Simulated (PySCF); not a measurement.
Br²⁺ (bromine, charge +2) across methods

[Ar] 3d10 4s2 4p3, high-spin 4S determinant. All numbers are calculated (PySCF 2.14, scalar relativity through the core potential, in aug-cc-pwCVDZ-PP with ECP10MDF (6s5p4d1f, 48 functions)).

```
method  E (hartree)  mean ε 4s α (eV)  mean ε 4s β (eV)  mean ε 4p α (eV)  Σ⟨r²⟩ (bohr²)   ⟨S²⟩
r2SCAN    -415.4513           -44.178           -39.871           -29.959          24.51  3.750
   PBE    -415.5764           -42.954           -39.735           -29.330          24.64  3.750
 B3LYP    -415.6381           -45.056           -41.178           -30.502          24.62  3.750
   LDA    -414.9705           -43.090           -40.281           -29.349          24.62  3.750
   UHF   -414.33960           -52.999           -43.370           -35.178          24.73  3.751
 M06-L    -415.6231           -43.852           -39.556           -29.675          24.34  3.751
   M06    -415.6879           -45.445           -41.689           -30.802          24.42  3.750
  BLYP    -415.5498           -42.677           -39.972           -28.992          24.65  3.750
```

Problem. Estimate the same row for PBE0.

Solution. E (hartree) = -415.5506; mean ε 4s α (eV) = -45.698; mean ε 4s β (eV) = -41.025; mean ε 4p α (eV) = -30.999; Σ⟨r²⟩ (bohr²) = 24.60; ⟨S²⟩ = 3.750.

Energies and moments cover only the electrons outside the core potential.
